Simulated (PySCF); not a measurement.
An equivalent PySCF input for S (sulfur, neutral), [Ne] 3s2 3p4, high-spin 3P determinant, with no relativity, point nucleus:

```python
from pyscf import gto, scf, dft, mp, cc
import basis_set_exchange as bse
mol = gto.M(atom="S 0 0 0", charge=0, spin=2, symmetry="D2h",
            basis=gto.basis.parse(bse.get_basis("aug-cc-pV(Q+d)Z", elements=["S"], fmt="nwchem", augment_diffuse=1)))
mf = dft.UKS(mol, xc="LDA,VWN")
mf.irrep_nelec = {'Ag': (3, 3), 'B1u': (2, 1), 'B2u': (2, 2), 'B3u': (2, 1)}
mf.kernel()
```

It reaches the same state as the run whose output follows, with an energy that differs only through the grid. The run itself started from symmetry-adapted Hartree-Fock orbitals and held the occupation by maximum overlap, on a logarithmic radial grid, so the iterations belong to that start.

```
SCF conv_tol = 1e-09
number electrons alpha = 9  beta = 7
XC functionals = LDA,VWN
    P. A. M. Dirac.,  Math. Proc. Cambridge Philos. Soc. 26, 376 (1930)
    F. Bloch.,  Z. Phys. 57, 545 (1929)
    S. H. Vosko, L. Wilk, and M. Nusair.,  Can. J. Phys. 58, 1200 (1980)
cycle= 1 E= -396.73648384218  delta_E= -0.0126  |g|= 0.0509  |ddm|= 2.38
cycle= 2 E= -396.73677874112  delta_E= -0.000295  |g|= 0.0115  |ddm|= 0.325
cycle= 3 E= -396.736796939628  delta_E= -1.82e-05  |g|= 0.000951  |ddm|= 0.0583
cycle= 4 E= -396.736797403597  delta_E= -4.64e-07  |g|= 0.000324  |ddm|= 0.00621
cycle= 5 E= -396.736797452515  delta_E= -4.89e-08  |g|= 1.6e-05  |ddm|= 0.00181
cycle= 6 E= -396.736797452698  delta_E= -1.84e-10  |g|= 1.56e-06  |ddm|= 4.26e-05
converged SCF energy = -396.736797452698  <S^2> = 2.0025851  2S+1 = 3.0017229
```
